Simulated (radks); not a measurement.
Problem. The nitrogen ion N4+, configuration [He] 2s1. Method: scalar-relativistic Kohn-Sham, BLYP, spin-polarised, spherical densities, finite nucleus; open shells are filled with parallel spins first; Fermi nuclear charge, rms radius 2.5582 fm; computed with a radial shooting solver on a logarithmic mesh with Libxc functionals. Some entries of the table are withheld. Estimate them.

orbital,occ.,eigenvalue (eV),<1/r> (bohr^-1),r(max) (bohr)
1s up,1,-480.9157,(1),0.1478
1s down,1,-479.7310,(2),0.1480
2s up,1,(3),1.400,0.8877

Solution. 
(1) 1s up <1/r> (bohr^-1): 6.675
(2) 1s down <1/r> (bohr^-1): 6.669
(3) 2s up eigenvalue (eV): -89.5256
